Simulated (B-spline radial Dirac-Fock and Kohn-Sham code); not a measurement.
## Binding energies of Ir⁴⁸⁺ at several levels of theory

System: Ir⁴⁸⁺, 1s2 2s2 2p6 3s2 3p6 3d10 4s1.

The density-functional columns are spherical, spin-unpolarised Dirac-Kohn-Sham results without Breit or QED terms: −ε is minus the orbital energy of the initial state and ΔSCF the difference of two total energies. The reference in the last column comes from Dirac-Fock ΔSCF + Breit + QED. All numbers are from a radial atomic solver, in eV; a selection of levels is shown. For the 1s level of heavy atoms much of the gap between ΔSCF and the reference is the Breit and QED part, -398.9 eV here; for other levels the error of the functional can be larger.

| level | LDA −ε | LDA ΔSCF | Dirac-Fock |
| --- | --- | --- | --- |
| K | 78473.9 | 79098.2 | 78708.3 |
| L1 | 15773.0 | 15916.8 | 15967.7 |
| L2 | 15235.4 | 15411.5 | 15379.1 |
| L3 | 13601.4 | 13755.7 | 13761.7 |
| M2 | 5236.4 | 5300.7 | 5324.0 |
| M3 | 4861.8 | 4921.7 | 4948.5 |
| M4 | 4475.5 | 4543.9 | 4540.3 |
| M5 | 4393.0 | 4459.9 | 4459.6 |
| N1 | 2701.3 | 2730.7 | 2721.1 |

For the outermost level NIST gives 2720.4 ± 1.4 eV (semi-empirical); the differences from it are LDA −ε -19.12, LDA ΔSCF +10.34, Dirac-Fock +0.73 eV.

Values without a named source are computed, but for edge energies of neutral atoms, which are taken from tables.
